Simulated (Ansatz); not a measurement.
GaH2F (SMILES [H][Ga]([H])[F]): methods side by side

The species is GaH2F (4 atoms), meant as a singlet with charge 0. SMILES: `[H][Ga]([H])[F]`. Geometry: a GFN2-xTB relaxation, a rough one for these elements and not checked as a minimum.

```
atom    x (Å)    y (Å)    z (Å)
  Ga   0.0512   0.0853   0.0008
   H   1.5869  -0.0600   0.0139
   H  -0.7975   1.3736  -0.0190
   F  -0.8407  -1.3989   0.0043
```

Quantity: the energy change with the Ga1–H3 bond stretched from 1.543 to 2.314 Å, in eV. The values are calculated.

```json
{"level": "revPBE/STO-3G (restricted)", "kind": "GGA", "program": "Ansatz", "value (eV)": "2.59", "less FCI/STO-3G": "+0.33", "CPU time (all runs)": "6.5 s"}
{"level": "B3LYP/STO-3G (restricted)", "kind": "global hybrid", "program": "Ansatz", "value (eV)": "2.90", "less FCI/STO-3G": "+0.64", "CPU time (all runs)": "5.4 s"}
{"level": "BHLYP/STO-3G (restricted)", "kind": "global hybrid", "program": "Ansatz", "value (eV)": "3.26", "less FCI/STO-3G": "+1.00", "CPU time (all runs)": "4.3 s"}
{"level": "PBE0/STO-3G (restricted)", "kind": "global hybrid", "program": "Ansatz", "value (eV)": "2.97", "less FCI/STO-3G": "+0.71", "CPU time (all runs)": "6.1 s"}
{"level": "r2SCAN0/STO-3G (restricted)", "kind": "hybrid meta-GGA", "program": "Ansatz", "value (eV)": "3.08", "less FCI/STO-3G": "+0.82", "CPU time (all runs)": "11 s"}
{"level": "CAM-B3LYP/STO-3G (restricted)", "kind": "range-separated hybrid", "program": "Ansatz", "value (eV)": "3.15", "less FCI/STO-3G": "+0.89", "CPU time (all runs)": "8.1 s"}
{"level": "MP2/STO-3G (restricted)", "kind": "perturbation theory", "program": "Ansatz", "value (eV)": "3.14", "less FCI/STO-3G": "+0.88", "CPU time (all runs)": "0.68 s"}
{"level": "CCSD(T)/STO-3G (restricted)", "kind": "coupled cluster or CI", "program": "Ansatz", "value (eV)": "2.96", "less FCI/STO-3G": "+0.70", "CPU time (all runs)": "1.4 s"}
{"level": "FCI/STO-3G", "kind": "exact in the basis", "program": "Ansatz", "value (eV)": "2.26", "less FCI/STO-3G": "0.00", "CPU time (all runs)": "64 s"}
```

FCI/STO-3G is exact within its basis and frozen core, so for wave-function methods in that basis the difference is their error; functionals converge differently with the basis, so for them it is only a difference. All-electron rows without a relativistic Hamiltonian named are non-relativistic. The first shape isn't each level's own minimum. The values span 2.26 to 3.26 eV. All rows use very small basis sets, so none should be taken for the real molecule's value. In the correlated wave-function rows the outer d shell of Ga is correlated, in sets not made for it. Times are those of the runs behind each value, whatever else they computed, on shared processors of several kinds: orders of magnitude only.
